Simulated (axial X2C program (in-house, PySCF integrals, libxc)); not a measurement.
Values are calculated unless marked as measured or tabulated.
MgSe: input and output

Program: an axial X2C code built on PySCF integrals.

Input:
```json
{"zs": [34, 12], "q": 0, "bas": ["dyall-cv3z", "dyall-cv3z"], "levels": ["PBE0", "HF", "PW91"], "cc": true, "r0": 2.39, "thr": -2.0, "nmax": 90, "npts": 10, "nst": 2, "ntry": 6}
```
```bash
python so2c.py task.json out
```

Keys: zs atomic numbers; q charge; bas basis sets; levels methods; cc coupled cluster on or off; r0 starting distance in Å; thr threshold in hartree for freezing inner shells (an s shell follows its p shell); nmax most natural virtual spinors; npts points on the curve; nst determinants followed; ntry starts of the search. HF also brings MP2.

Output of the HF step, spin-free, at R = 2.263 Å for the state M_S = 0, Λ = 0. It starts from PBE0 orbitals of this distance.

```
spin-free X2C-1e  HF
basis functions 186  fitting functions 897  grid points 5083
iter        total energy     max residual
   1      -2628.057560672     1.84e-01
   2      -2628.077828541     5.78e-03
   3      -2628.078348865     3.72e-03
   4      -2628.078479481     1.08e-03
   5      -2628.078496855     1.61e-04
   6      -2628.078498474     7.16e-05
   7      -2628.078498723     2.51e-05
   8      -2628.078498847     1.25e-05
   9      -2628.078498881     4.64e-06
  10      -2628.078498885     1.39e-06
  11      -2628.078498885     1.88e-07
converged
one-electron -3853.02850479  Coulomb 1232.55998300  exact exchange -103.01620868  xc functional 0.00000000  nuclear repulsion 95.40623158
correlated 8  virtual 258  natural virtual 88  E(MP2) -0.188765145  MP2 remainder -0.003494496
iter   CCSD correlation   residual
   1     -0.191081147   1.27e-01
   2     -0.195873518   6.76e-02
   3     -0.198579038   2.95e-02
   4     -0.198561270   1.03e-02
   5     -0.198574284   3.13e-03
   6     -0.198584271   1.17e-03
   7     -0.198582048   5.53e-04
   8     -0.198588227   2.62e-04
   9     -0.198585408   8.03e-05
  10     -0.198585617   2.04e-05
  11     -0.198585253   8.45e-06
  12     -0.198585226   3.03e-06
  13     -0.198585214   1.30e-06
(T) -0.012346962  T1 0.0332  D1 0.0466  max T2 0.149
```
Energies are in hartree; totals compare only within one Hamiltonian and basis. T1 in the output is the amplitude norm over the root of the electron number; divide by √2 for the Lee–Taylor value.
